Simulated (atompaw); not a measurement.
# tin (Sn): one change to a PAW (atompaw) potential, before and after

- Element: Sn
- Generator: atompaw 4.2.0.5
- Type: PAW
- Functional: PBE
- Relativity: scalar-relativistic
- Frozen core: [Kr] 4d10
- Valence charge: 4
- Reference configuration: 5s1 5p3
- Partial waves: 5s (bound): rc 2.00 bohr; 5s channel at 0.5 Ry: rc 2.00 bohr; 5p (bound): rc 2.20 bohr; 5p channel at 2 Ry: rc 2.20 bohr; 5d channel at 0.3 Ry: rc 2.15 bohr; 5d channel at 2.4 Ry: rc 2.20 bohr
- Local potential: troulliermartins scheme with l = 3 at 0.5 Ry, radius 1.70 bohr
- Core correction: smooth core density matched at 1.70 bohr
- Augmentation charge: sinc compensation charge, radius 2.05 bohr; PAW radius 2.20 bohr; waves and projectors: custom rrkj vanderbiltortho

All-electron outer shells of the reference configuration (PBE, scalar-relativistic, ld1.x):

```csv
shell,level (eV),outermost node (bohr),outermost maximum (bohr)
4p,-91.24,0.41,0.79
4d,-27.32,0.39,0.88
5s,-11.41,0.98,1.99
5p,-4.32,1.09,2.52
```

Change: local potential troulliermartins scheme with l = 3 at 0.5 Ry, radius 2.02 bohr.

Cutoffs: the cutoffs (Ry, on a coarse ladder) from which the occupation-weighted sum of valence levels, in a spherical-Bessel basis at the reference potential, stays within 10 and 1 mRy of its value at 400 Ry; they do not see the model core or the augmentation charge, which bear on the density cutoff.

**Question.** What does the change do?

**Answer.** The potential gets harder (6 Ry and 15 Ry → 8 Ry and 18 Ry); the bound ghosts move from d, p, s to d, s; the range in which the p phases agree narrows (upper end at the end of the scan → 1.4). A state that the projectors do not describe sees the local part alone, so a deeper or shallower local part can create or remove a ghost.

```tsv
quantity	base	changed
cutoff, loose	6 Ry	8 Ry
cutoff, tight	15 Ry	18 Ry
bound ghosts	s, p, d	s, d
s: phases at 2.20 bohr within 0.05 rad from the reference energy up to (Ry; the scan ends near 5)	to the end of the scan	to the end of the scan
p: phases at 2.20 bohr within 0.05 rad from the reference energy up to (Ry; the scan ends near 5)	to the end of the scan	1.4
d: phases at 2.20 bohr within 0.05 rad from the reference energy up to (Ry; the scan ends near 5)	to the end of the scan	to the end of the scan
lowest overlap eigenvalue by channel	s 0.28, p 0.36, d 0.75	s 0.40, p 0.46, d 0.75
```

 A true bound ghost makes a file unfit for plane-wave use even where its test errors are small: the radial tests pick states by their node count and pass the ghost by. The cutoffs see the waves, projectors and local potential, not the compensation charge or the core.
